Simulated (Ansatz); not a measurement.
`[O][Al]([F])[F]` radical. The species carries charge 0 and has multiplicity 2.

(1) List the harmonic frequencies (cm⁻¹, unscaled) at PBE0-D4/def2-TZVP in Ansatz. (Best estimate.)

(2) Is this a minimum?

(3) Give the ideal-gas thermochemistry at 298.15 K and 1 bar (rigid rotor, harmonic oscillator; point group C2v, symmetry number 2).

## Answers

(1) Ansatz gave: 206, 238, 283, 683, 917, 962.

(2) Yes, all 6 modes are real.

(3) Zero-point energy 19.7 kJ/mol; H(298) − E = 34.1 kJ/mol; entropy 293.8 J/(mol·K), of which translation 163.7, rotation 99.4, vibration 25.0, electronic 5.8; G(298) − E = -53.5 kJ/mol.
